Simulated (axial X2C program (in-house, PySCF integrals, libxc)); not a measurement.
# Bond lengths and stretching modes, held linear, of TiCN

Computed with an in-house all-electron X2C program for linear molecules (integrals from PySCF): two-component X2C with atomic mean-field Coulomb and Gaunt terms, Gaussian nuclei, basis Ti dyall-v3z, C dyall-v3z, N dyall-av3z with contracted cores. Spin-free rows use the one-electron spin-free X2C Hamiltonian.

Masses Ti 47.948, C 12.000, N 14.003 u. States: 2c Ω = 3/2 (beyond evenly filled blocks: ω = 3/2); spin-free M_S = 3/2, Λ = 3 (beyond evenly filled blocks: σα, π+α, δ+α).

HF, spin-free: energies above the lowest point

```csv
r(Ti–C) (Å),r(C–N) (Å),E (meV)
2.0494,1.1320,166.41
2.0494,1.1610,199.31
2.0494,1.1900,324.89
2.1020,1.1320,62.07
2.1020,1.1610,96.38
2.1020,1.1900,225.93
2.1020,1.2191,413.42
2.1545,1.1320,0.00
2.1545,1.1610,35.16
2.1545,1.1900,167.63
2.2071,1.1610,8.58
2.2071,1.2191,341.37
```

Q: Fit a quadratic surface with cubic terms in each bond: where is the minimum, and what are the two stretching wavenumbers?

A: At HF, spin-free: bonds 2.239 and 1.136 Å; harmonic stretches 351.9 and 2526.3 cm⁻¹; force constants 1.23, 24.3 and coupling 0.33 mdyn/Å.

The other levels and Hamiltonians give:

```
Hamiltonian  level  r(Ti–C) (Å)  r(C–N) (Å)  lower stretch (cm⁻¹)  upper stretch (cm⁻¹)
         2c     HF        2.240       1.136                 352.0                2526.4
  spin-free   PBE0        2.103       1.159                 418.6                2239.4
  spin-free  B3LYP        2.111       1.160                 413.4                2213.1
```

Each state is one determinant, the lowest of a limited PBE0 search; the stretches come from a fit to these few points and carry an uncertainty of a few per cent. Other orders of the atoms were not compared. Left out for rough or failed fits: PBE0 2c, B3LYP 2c, MP2 2c, MP2 spin-free. The molecule was held linear; bending was not examined, so a bent shape may lie lower. Note: functional without a current term on a determinant with orbital currents, of the molecule or an atom. Note: several unpaired electrons, one determinant need not be a pure state.
